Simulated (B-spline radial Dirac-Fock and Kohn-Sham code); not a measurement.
**Dipole and non-dipole photoemission parameters of Yb⁺ 4d3/2**

System: the Yb⁺ ion in the configuration 1s2 2s2 2p6 3s2 3p6 3d10 4s2 4p6 4d10 4f14 5s2 5p6 6s1; threshold 200.5 eV (orbital energy of the model). The computed values come from an atomic code on a B-spline grid: Dirac-Hartree-Slater photoionisation with a Latter tail; cross sections with all multipoles, angular parameters from the dipole term and its interference with E2.

Input file task.json (cfg lists n, l and occupation; rrms is the nuclear radius in fm):

```json
{"items": [{
  "Z": 70,
  "q": 1,
  "cfg": [[1, 0, 2], [2, 0, 2], [2, 1, 6], [3, 0, 2], [3, 1, 6], [3, 2, 10], [4, 0, 2], [4, 1, 6], [4, 2, 10], [4, 3, 14], [5, 0, 2], [5, 1, 6], [6, 0, 1]],
  "A": 174,
  "rrms": 5.3108,
  "do": "xps",
  "hv": [68.8, 80, 80.6, 96.0, 144.0, 153.0, 175.0, 196.0, 304.0, 378.0, 391.0, 800, 965.0, 1253.6, 1320.0, 1460.0, 1486.9, 1840.0, 1860.0, 2000, 2080.0, 2810.0, 5960.0, 6000, 6040.0, 6600.0, 7630.0, 8047.8, 11800.0, 15000]
}]}
```

Launch: `python xray2_run.py task.json out`

For linearly polarised light dσ/dΩ = σ/(4π) [1 + β P₂(cos θ) + (δ + γ cos²θ) sin θ cos φ], with θ from the polarisation vector and φ the angle between the beam and the projection of the electron momentum on the plane normal to the polarisation.

```csv
hν (eV),σ (kb),β,γ,δ
304,128,-0.850,-0.392,0.154
378,204,-0.617,-0.127,0.151
391,216,-0.505,-0.079,0.142
800,202,0.886,0.078,0.008
965,159,1.048,0.010,0.003
1253.6,105,1.207,-0.042,0.007
1320,95.7,1.231,-0.044,0.008
1460,79.2,1.271,-0.040,0.012
1486.9,76.5,1.278,-0.038,0.013
1840,49.3,1.337,0.014,0.022
1860,48.2,1.339,0.018,0.023
2000,41.1,1.352,0.047,0.026
2080,37.6,1.358,0.065,0.028
2810,18.3,1.375,0.254,0.044
5960,2.27,1.255,0.989,0.106
6000,2.22,1.253,0.996,0.107
6040,?,?,?,?
6600,1.66,1.226,1.104,0.119
7630,1.06,1.180,1.268,0.140
8047.8,0.891,1.162,1.329,0.148
11800,0.253,1.020,1.761,0.224
15000,0.111,0.923,2.020,0.289
```

Task: Give the values at 6040 eV.

Result: σ = 2.18 kb, β = 1.252, γ = 1.004, δ = 0.108.
